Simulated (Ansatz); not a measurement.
Correlation energies of ClH2InN (`[NH2][In][Cl]`) radical by basis set

| atom | x (Å) | y (Å) | z (Å) |
| --- | --- | --- | --- |
| N1 | 0.6138 | 0.0080 | 0.7485 |
| In2 | -1.1849 | -0.4629 | -0.1667 |
| Cl3 | -1.7219 | 0.9854 | -1.9629 |
| H4 | 0.9698 | -0.7415 | 1.3324 |
| H5 | 1.3233 | 0.2109 | 0.0486 |

Total charge 0; spin multiplicity 2. Correlated methods include outer-core shells of In, which these sets cover unevenly. In: def2 effective core potential. Geometry: relaxed with PBE0-D4/def2-TZVP. It is one conformer, not always the lowest. Frozen core, unrestricted reference, Ansatz 0.2.0.

```csv
basis,HF (Eh),MP2 corr.
def2-SVP,-704.17455,-0.37308
def2-TZVPP,-704.41250,-0.66840
def2-QZVPP,-704.42949,-0.89168
```

Q: Estimate the CCSD correlation energy and the (T) correction in each basis where they were run (hartree).

A: 
| basis | CCSD corr. | (T) |
| --- | --- | --- |
| def2-SVP | -0.40113 | -0.01146 |
| def2-TZVPP | -0.68586 | -0.02610 |
